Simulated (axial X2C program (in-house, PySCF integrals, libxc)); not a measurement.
**Curves of TmI⁺ from open-shell CI on f13 s0**

Computed with an axial X2C code built on PySCF integrals: two-component X2C with atomic mean-field Coulomb and Gaunt terms, basis Tm dyall-v3z, I dyall-v3z (cores contracted in-house). Orbitals come from Hartree–Fock averaged over the configuration Tm f13 s0; CI then distributes these electrons over the f, s shells of Tm.

Scan along the bond; masses Tm 168.934 u, I 126.904 u. Energies in cm⁻¹ from the lowest point; levels are followed by energy order within each Ω. Lowest level at 2.843 Å: 100% f13.

```csv
R (Å),(1)Ω=1/2,(1)Ω=3/2,(1)Ω=5/2,(1)Ω=7/2,(2)Ω=1/2
2.644,1747,1798,1939,2167,10370
2.743,388,463,635,902,9015
2.843,0,90,281,569,8628
2.957,426,524,725,1025,9054
3.070,1484,1586,1789,2089,10112
3.198,3186,3288,3488,3780,11813
3.355,5707,5804,5994,6271,14331
```

Problem. Fit the curves (1)Ω=1/2, (1)Ω=3/2, (1)Ω=5/2, (1)Ω=7/2, (2)Ω=1/2 near their minima.

Solution. From the open-shell CI curves, Te from the lowest:

```tsv
level	Te (cm⁻¹)	Re (Å)	ωe (cm⁻¹)
(1)Ω=1/2	0	2.841	183.0
(1)Ω=3/2	89	2.840	182.6
(1)Ω=5/2	280	2.838	182.0
(1)Ω=7/2	568	2.836	181.1
(2)Ω=1/2	8628	2.841	182.9
```

Without dynamic correlation distances can be off by several hundredths of an Å (long for ionic bonds, short for multiple bonds) and the wavenumbers are rough.

The 5 lowest curves are shown; the next is (2)Ω=3/2, from 8782 cm⁻¹.

There is no dynamic correlation: spin–orbit spacings and, for f shells, spacings inside one term are the most reliable numbers, splittings between terms come out too wide, and energies between configurations are not reliable, so the lowest level need not be the ground state of the molecule. At most 4 roots were kept for each Ω > 0 (twice that for Ω = 0) within 2.2 eV of the lowest, so higher up levels can be missing between those listed; levels with Ω > 0 are doubly degenerate and listed once, Ω = 0 levels singly. States that fill the shells left empty in the average are placed too high.
